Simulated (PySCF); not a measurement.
ClF, charge +1, doublet, geometry from GFN2-xTB (a state made from the parent by changing its charge; the spin is typed, not shown lowest). Base run: CCSD(T)/STO-3G (PySCF).

PySCF was given this input:
```python
from pyscf import gto, scf, cc

mol = gto.M(
    atom='''
F    -0.000000   -0.000000   -1.046101
Cl    0.000000    0.000000    0.553818
''',
    basis='sto-3g',
    charge=1,
    spin=1,
    verbose=4,
)

mf = scf.UHF(mol)
mf.kernel()

mycc = cc.CCSD(mf)
mycc.kernel()
et = mycc.ccsd_t()
print('E(CCSD(T)) = %.10f' % (mycc.e_tot + et))
```

The base run was repeated with changes; each row names its change, and settings that it needs were set with it.

```csv
change,ΔE vs base (mEh),MP2 correlation (Eh),CC correlation without the perturbative part (Eh),basis functions
base,0.000,-0.07394,-0.08968,14
frozen = 7,___,___,___,14
cc.diis_space = 3,0.000,-0.07394,-0.08968,14
frozen = 6,0.144,-0.07375,-0.08955,14
cc.direct = True,0.000,-0.07394,-0.08968,14
cart = on,0.000,-0.07394,-0.08968,14
cc.diis_space = 10,0.000,-0.07394,-0.08968,14
method = mp2,___,-0.07394,-,14
frozen = 5,0.134,-0.07376,-0.08956,14
method = cisd,___,-,-,14
```

**Question.** Fill in the missing entries.

**Answer.** 
- frozen = 7, ΔE vs base (mEh): 5.198
- frozen = 7, MP2 correlation (Eh): -0.06797
- frozen = 7, CC correlation without the perturbative part (Eh): -0.08439
- method = mp2, ΔE vs base (mEh): 17.572
- method = cisd, ΔE vs base (mEh): 1.411

Open shells are given as the SCF converged; they aren't shown to be the lowest states, and a large step between rows can be another state.
